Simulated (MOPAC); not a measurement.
Job for MOPAC: AM1 on BrGaH2O2 (SMILES [OH][Ga]([OH])[Br]), a point of a torsion scan.

```
AM1 1SCF PRECISE CHARGE=0 THREADS=1
BrGaH2O2

O     -1.03881953 1    -1.04162181 1     0.45315558 1
Ga    -0.41445666 1     0.55090263 1     0.19696768 1
O      0.87817717 1     0.99083517 1    -0.87322374 1
Br    -1.21941172 1     2.21581419 1     1.46821834 1
H     -1.49542325 1    -1.65126038 1    -0.11992776 1
H      1.38195510 1     0.38177364 1    -1.40998471 1
```

It printed:

```
*******************************************************************************
 **                                                                           **
 **                              MOPAC v23.2.5                                **
 **                                                                           **
 *******************************************************************************
 ** MOPAC's Digital Object Identifier: https://doi.org/10.5281/zenodo.6511958 **
 **                                                                           **
 ** Please cite the open-source release paper for use of this MOPAC version:  **
 ** J. E. Moussa and J. J. P. Stewart (2026)                                  **
 ** MOPAC: An open-source semiempirical molecular orbital program             **
 ** J. Open Source Softw., 11(119), 8025, https://doi.org/10.21105/joss.08025 **
 *******************************************************************************

                              AM1 CALCULATION RESULTS

 *******************************************************************************
 *  AM1        - The AM1 Hamiltonian to be used
 *
 *
 *
 *                 CHARGE ON SYSTEM = 0
 *
 *
 *
 *  PRECISE    - TIGHTER CRITERIA TO BE USED
 *  1SCF       - DO 1 SCF AND THEN STOP
 *  THREADS=1  - MULTI-THREADING NOT USED
 *  T=         - A TIME OF 172800.0 SECONDS REQUESTED
 *  DUMP=N     - RESTART FILE WRITTEN EVERY 7200.0 SECONDS REQUESTED
 *******************************************************************************
AM1 1SCF PRECISE CHARGE=0 THREADS=1
 BrGaH2O2

   ATOM   CHEMICAL          X               Y               Z
  NUMBER   SYMBOL      (ANGSTROMS)     (ANGSTROMS)     (ANGSTROMS)

     1       O         -1.03881953  *  -1.04162181  *   0.45315558  *
     2      Ga         -0.41445666  *   0.55090263  *   0.19696768  *
     3       O          0.87817717  *   0.99083517  *  -0.87322374  *
     4      Br         -1.21941172  *   2.21581419  *   1.46821834  *
     5       H         -1.49542325  *  -1.65126038  *  -0.11992776  *
     6       H          1.38195510  *   0.38177364  *  -1.40998471  *



          CARTESIAN COORDINATES

    NO.       ATOM           X           Y           Z

     1         O         -1.0388     -1.0416      0.4532
     2        Ga         -0.4145      0.5509      0.1970
     3         O          0.8782      0.9908     -0.8732
     4        Br         -1.2194      2.2158      1.4682
     5         H         -1.4954     -1.6513     -0.1199
     6         H          1.3820      0.3818     -1.4100

  H: (AM1): M.J.S. DEWAR ET AL, J. AM. CHEM. SOC. 107 3902-3909 (1985)
  O: (AM1): M.J.S. DEWAR ET AL, J. AM. CHEM. SOC. 107 3902-3909 (1985)
 Ga: (AM1): J. J. P. STEWART, J. MOL. MOD., 10, 155-164 (2004)
 Br: (AM1): M.J.S. DEWAR AND E. G. ZOEBISCH, THEOCHEM, 180, 1 (1988).

           Empirical Formula: H2 O2 Ga Br  =     6 atoms



      MOLECULAR POINT GROUP   :   C1


      RHF CALCULATION, NO. OF DOUBLY OCCUPIED LEVELS = 12


 -------------------------------------------------------------------------------
 AM1 1SCF PRECISE CHARGE=0 THREADS=1
 BrGaH2O2



     1SCF WAS SPECIFIED, SO BFGS WAS NOT USED
     SCF FIELD WAS ACHIEVED


                              AM1 CALCULATION
                                                       MOPAC v23.2.5 Linux




          FINAL HEAT OF FORMATION =        -67.17056 KCAL/MOL =    -281.04161 KJ/MOL


          COSMO AREA              =        115.87 SQUARE ANGSTROMS
          COSMO VOLUME            =         99.34 CUBIC ANGSTROMS

          IONIZATION POTENTIAL    =         11.251310 EV
          HOMO LUMO ENERGIES (EV) =        -11.251 -2.441
          NO. OF FILLED LEVELS    =         12
          MOLECULAR WEIGHT        =        183.6536         POINT GROUP:  C1

          MOLECULAR DIMENSIONS (Angstroms)

            Atom       Atom       Distance
            H     6   Br     4     4.29125
            H     5    O     3     3.53808
            O     1    H     5     0.49836


          SCF CALCULATIONS        =          1





   ATOM   CHEMICAL          X               Y               Z
  NUMBER   SYMBOL      (ANGSTROMS)     (ANGSTROMS)     (ANGSTROMS)

     1       O         -1.03881953  *  -1.04162181  *   0.45315558  *
     2      Ga         -0.41445666  *   0.55090263  *   0.19696768  *
     3       O          0.87817717  *   0.99083517  *  -0.87322374  *
     4      Br         -1.21941172  *   2.21581419  *   1.46821834  *
     5       H         -1.49542325  *  -1.65126038  *  -0.11992776  *
     6       H          1.38195510  *   0.38177364  *  -1.40998471  *

                             CARTESIAN COORDINATES

   1    O       -1.038819530    -1.041621810     0.453155580
   2   Ga       -0.414456660     0.550902630     0.196967680
   3    O        0.878177170     0.990835170    -0.873223740
   4   Br       -1.219411720     2.215814190     1.468218340
   5    H       -1.495423250    -1.651260380    -0.119927760
   6    H        1.381955100     0.381773640    -1.409984710


           Empirical Formula: H2 O2 Ga Br  =     6 atoms



      MOLECULAR POINT GROUP   :   C1


                  EIGENVALUES
 -36.49752 -35.33163 -31.09246 -18.10662 -17.21577 -14.70018 -14.64608 -12.63036
 -12.28791 -11.87182 -11.41777 -11.25131  -2.44085  -1.42777  -0.90941  -0.69579
   5.34848   5.74359


              NET ATOMIC CHARGES AND DIPOLE CONTRIBUTIONS

  ATOM NO.   TYPE          CHARGE      No. of ELECS.   s-Pop       p-Pop
    1          O          -0.574557        6.5746     1.82104     4.75352
    2         Ga           0.785657        2.2143     0.29352     1.92082
    3          O          -0.528713        6.5287     1.83323     4.69549
    4         Br          -0.171045        7.1710     1.94969     5.22136
    5          H           0.247543        0.7525     0.75246
    6          H           0.241115        0.7589     0.75888
 DIPOLE           X         Y         Z       TOTAL
 POINT-CHG.    -0.103    -0.904    -1.271     1.564
 HYBRID         0.178    -1.090    -0.954     1.459
 SUM            0.075    -1.994    -2.225     2.989


          ATOMIC ORBITAL ELECTRON POPULATIONS

     Atom    s        px        py        pz
    1  O   1.82104   1.67581   1.50569   1.57202
    2 Ga   0.29352   0.67098   0.58362   0.66622
    3  O   1.83323   1.58105   1.56535   1.54908
    4 Br   1.94969   1.80253   1.68507   1.73377
    5  H   0.75246
    6  H   0.75888

 **********************
 *                    *
 * JOB ENDED NORMALLY *
 *                    *
 **********************




 == MOPAC DONE ==
```

The run finished.

Cost: about 0.020 core-seconds (a rough figure).
